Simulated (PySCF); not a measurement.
**Static response to an electric field**

Species: TiCl4 (singlet state).
Numbering: `[Cl:1][Ti:2]([Cl:3])([Cl:4])[Cl:5]`

Cartesian coordinates in Å at the PBE0-D3(BJ)/def2-TZVP level; atoms count from 1:
```xyz
5
TiCl4 angstrom
Cl     1.3064    1.0044   -1.2530
Ti    -0.1005    0.0285    0.0668
Cl    -1.3123   -1.3520   -1.0721
Cl    -1.3755    1.5087    0.9936
Cl     0.9771   -1.0468    1.6011
```

Level: CAM-B3LYP/aug-cc-pVTZ (PySCF), static field, nuclei fixed, core orbitals frozen in the response. The polarisability tensor in these axes (au):

```
x   93.75  0.00 -0.02
y    0.00 93.59  0.04
z   -0.02  0.04 93.85
```

**Question.** Diagonalise the tensor; give its mean and Δα, where Δα² is half the sum of the squared differences of the eigenvalues.

**Answer.** Principal values 93.58, 93.74 and 93.86 au; mean 93.73 au = 13.89 Å³ = 15.45 × 10⁻⁴⁰ C²·m²/J; Δα = 0.24 au (0 % of the mean). Point group Td makes the tensor isotropic, so any spread comes from the grid or from a geometry that is symmetric only within 0.08 Å.

**Question.** What is the dipole moment?

**Answer.** 0.01 D; point group Td allows none, and the residue is numerical.

**Question.** Refractivity n − 1 of an ideal gas of it at 298.15 K and 1 atm, from the electronic α?

**Answer.** N = p/kT = 2.4615 × 10¹⁹ cm⁻³, so n − 1 = 2π × N × 13.89 × 10⁻²⁴ cm³ = 2148 × 10⁻⁶ at long wavelengths.

**Question.** Molar refractivity from α?

**Answer.** Lorentz–Lorenz: R = (4π/3)N_A α = 2.5225 cm³/(mol·Å³) × 13.89 Å³ = 35.0 cm³/mol, in the limit of long wavelengths.

**Question.** Sum over states: ᾱ = Σ f/ω², ω in Eh. What share falls to these 10 lowest TDDFT singlets (eV, f)? 4.48, 0.0000; 4.48, 0.0000; 4.48, 0.0000; 4.71, 0.0219; 4.71, 0.0219; 4.71, 0.0221; 5.13, 0.0000; 5.14, 0.0000; 5.14, 0.0000; 5.14, 0.0000.

**Answer.** They add up to 2.20 au, 2.3 % of the 93.73 au; the largest single term is 0.74 au, from the state at 4.71 eV. Terms in order: 0.00, 0.00, 0.00, 0.73, 0.73, 0.74, 0.00, 0.00, 0.00, 0.00 au. Higher excitations give the rest. The strengths listed sum to 0.066.

Isolated species at its PBE0-D3(BJ)/def2-TZVP geometry, gas phase.
